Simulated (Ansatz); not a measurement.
The cluster Si4Ge⁻. Total charge -1; doublet. Geometry B3LYP-D4/def2-SVPD.

```xyz
5

Si    0.5106    1.4987   -2.9580
Si    0.1820    0.5226   -1.0312
Si   -1.2971   -0.5761    0.4152
Si   -0.5185   -1.2677    2.4457
Ge    1.1231   -0.1774    1.1283
```

B3LYP takes the VWN-RPA correlation. At HF/def2-TZVPD, PBE0-D4/def2-TZVPD, r2SCAN0-D4/def2-TZVPD the charge -1 doublet is spin-contaminated (final ⟨S²⟩ up to 1.55, 0.75 for a pure state). Another isomer (doublet) lies 1.71 eV lower at PBE0-D4/def2-TZVPD; other spin states weren't run for this one.

(1) Estimate the α-spin orbital energies around the gap (eV) in Ansatz with HF/def2-TZVPD, r2SCAN-D4/def2-TZVPD, B3LYP-D4/def2-TZVPD, PBE0-D4/def2-TZVPD, r2SCAN0-D4/def2-TZVPD.

Answers

(1) 
```json
{"orbital": "HOMO−9", "HF/def2-TZVPD": "-14.90", "r2SCAN-D4/def2-TZVPD": "-9.06", "B3LYP-D4/def2-TZVPD": "-9.83", "PBE0-D4/def2-TZVPD": "-10.27", "r2SCAN0-D4/def2-TZVPD": "-10.64"}
{"orbital": "HOMO−8", "HF/def2-TZVPD": "-11.52", "r2SCAN-D4/def2-TZVPD": "-7.07", "B3LYP-D4/def2-TZVPD": "-7.77", "PBE0-D4/def2-TZVPD": "-8.10", "r2SCAN0-D4/def2-TZVPD": "-8.35"}
{"orbital": "HOMO−7", "HF/def2-TZVPD": "-11.25", "r2SCAN-D4/def2-TZVPD": "-6.91", "B3LYP-D4/def2-TZVPD": "-7.60", "PBE0-D4/def2-TZVPD": "-7.91", "r2SCAN0-D4/def2-TZVPD": "-8.18"}
{"orbital": "HOMO−6", "HF/def2-TZVPD": "-6.84", "r2SCAN-D4/def2-TZVPD": "-3.76", "B3LYP-D4/def2-TZVPD": "-4.40", "PBE0-D4/def2-TZVPD": "-4.62", "r2SCAN0-D4/def2-TZVPD": "-4.72"}
{"orbital": "HOMO−5", "HF/def2-TZVPD": "-5.38", "r2SCAN-D4/def2-TZVPD": "-2.68", "B3LYP-D4/def2-TZVPD": "-3.05", "PBE0-D4/def2-TZVPD": "-3.36", "r2SCAN0-D4/def2-TZVPD": "-3.54"}
{"orbital": "HOMO−4", "HF/def2-TZVPD": "-4.76", "r2SCAN-D4/def2-TZVPD": "-2.66", "B3LYP-D4/def2-TZVPD": "-2.95", "PBE0-D4/def2-TZVPD": "-3.22", "r2SCAN0-D4/def2-TZVPD": "-3.37"}
{"orbital": "HOMO−3", "HF/def2-TZVPD": "-4.74", "r2SCAN-D4/def2-TZVPD": "-2.25", "B3LYP-D4/def2-TZVPD": "-2.64", "PBE0-D4/def2-TZVPD": "-2.88", "r2SCAN0-D4/def2-TZVPD": "-3.04"}
{"orbital": "HOMO−2", "HF/def2-TZVPD": "-4.44", "r2SCAN-D4/def2-TZVPD": "-1.83", "B3LYP-D4/def2-TZVPD": "-2.28", "PBE0-D4/def2-TZVPD": "-2.51", "r2SCAN0-D4/def2-TZVPD": "-2.62"}
{"orbital": "HOMO−1", "HF/def2-TZVPD": "-3.43", "r2SCAN-D4/def2-TZVPD": "-0.95", "B3LYP-D4/def2-TZVPD": "-1.19", "PBE0-D4/def2-TZVPD": "-1.48", "r2SCAN0-D4/def2-TZVPD": "-1.69"}
{"orbital": "HOMO", "HF/def2-TZVPD": "-3.38", "r2SCAN-D4/def2-TZVPD": "-0.86", "B3LYP-D4/def2-TZVPD": "-1.06", "PBE0-D4/def2-TZVPD": "-1.39", "r2SCAN0-D4/def2-TZVPD": "-1.62"}
{"orbital": "LUMO", "HF/def2-TZVPD": "3.80", "r2SCAN-D4/def2-TZVPD": "0.70", "B3LYP-D4/def2-TZVPD": "1.26", "PBE0-D4/def2-TZVPD": "1.35", "r2SCAN0-D4/def2-TZVPD": "1.30"}
{"orbital": "LUMO+1", "HF/def2-TZVPD": "4.21", "r2SCAN-D4/def2-TZVPD": "0.86", "B3LYP-D4/def2-TZVPD": "1.34", "PBE0-D4/def2-TZVPD": "1.39", "r2SCAN0-D4/def2-TZVPD": "1.49"}
{"orbital": "LUMO+2", "HF/def2-TZVPD": "4.35", "r2SCAN-D4/def2-TZVPD": "1.48", "B3LYP-D4/def2-TZVPD": "1.88", "PBE0-D4/def2-TZVPD": "1.96", "r2SCAN0-D4/def2-TZVPD": "2.00"}
{"orbital": "LUMO+3", "HF/def2-TZVPD": "4.59", "r2SCAN-D4/def2-TZVPD": "2.46", "B3LYP-D4/def2-TZVPD": "2.64", "PBE0-D4/def2-TZVPD": "2.78", "r2SCAN0-D4/def2-TZVPD": "2.99"}
{"orbital": "LUMO+4", "HF/def2-TZVPD": "4.88", "r2SCAN-D4/def2-TZVPD": "2.99", "B3LYP-D4/def2-TZVPD": "3.07", "PBE0-D4/def2-TZVPD": "3.23", "r2SCAN0-D4/def2-TZVPD": "3.49"}
{"orbital": "LUMO+5", "HF/def2-TZVPD": "5.07", "r2SCAN-D4/def2-TZVPD": "3.10", "B3LYP-D4/def2-TZVPD": "3.34", "PBE0-D4/def2-TZVPD": "3.52", "r2SCAN0-D4/def2-TZVPD": "3.73"}
{"orbital": "β HOMO", "HF/def2-TZVPD": "-3.09", "r2SCAN-D4/def2-TZVPD": "-0.83", "B3LYP-D4/def2-TZVPD": "-1.06", "PBE0-D4/def2-TZVPD": "-1.28", "r2SCAN0-D4/def2-TZVPD": "-1.46"}
{"orbital": "β LUMO", "HF/def2-TZVPD": "3.95", "r2SCAN-D4/def2-TZVPD": "0.53", "B3LYP-D4/def2-TZVPD": "0.88", "PBE0-D4/def2-TZVPD": "1.05", "r2SCAN0-D4/def2-TZVPD": "1.17"}
```
